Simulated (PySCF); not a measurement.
C8H8N (charge +1).
Atom-mapped SMILES: `[CH3:1][c+:2]1[cH:3][c:4]1-[n:5]1[cH:6][cH:7][cH:8][cH:9]1` (hydrogens: H10, H11, H12 on C1; H13 on C3; H14 on C6; H15 on C7; H16 on C8; H17 on C9)

Cartesian coordinates in Å at the GFN2-xTB level; atoms count from 1:
```xyz
17
C8H8N angstrom
C      2.9606    0.7028    0.4963
C      1.9333   -0.2077    0.0565
C      1.5521   -1.3782   -0.5301
C      0.5546   -0.5065   -0.0762
N     -0.6983   -0.2176    0.0922
C     -1.2064    0.9475    0.6900
C     -2.5494    0.8707    0.6778
C     -2.9180   -0.3763    0.0545
C     -1.7876   -1.0181   -0.2916
H      3.9097    0.1872    0.6337
H      2.6671    1.2188    1.4101
H      3.1041    1.4670   -0.2736
H      1.8032   -2.3016   -0.9985
H     -0.5448    1.7065    1.0550
H     -3.2383    1.5979    1.0583
H     -3.9220   -0.7179   -0.0999
H     -1.6271   -1.9624   -0.7711
```

A PySCF run (density fitting, gas phase, GFN2-xTB geometry) gave HOMO -9.84 eV, LUMO -6.94 eV.

Question: Which of these levels was it?
A. PBE0/pcSseg-1
B. BHandHLYP/cc-pVDZ
C. PBE0/def2-SVPD
D. OLYP/pcseg-1

Answer: D. It is OLYP/pcseg-1. All candidates on this geometry:

```tsv
level and settings	kind	basis functions	SCF cycles	E (Eh)	HOMO (eV)	LUMO (eV)
OLYP/pcseg-1	GGA	166	15	-363.8765	-9.84	-6.94
PBE0/def2-SVPD	global hybrid	244	14	-363.3997	-11.02	-6.07
PBE0/pcSseg-1	global hybrid	193	14	-363.5948	-11.03	-6.09
BHandHLYP/cc-pVDZ	global hybrid	166	13	-363.8728	-11.74	-4.72
```

The nearest other candidate, by the summed differences of HOMO and LUMO, is PBE0/def2-SVPD: its HOMO differs by -1.18 eV and its LUMO by +0.87 eV. Cycle counts include a coarse-grid stage where the run had one.
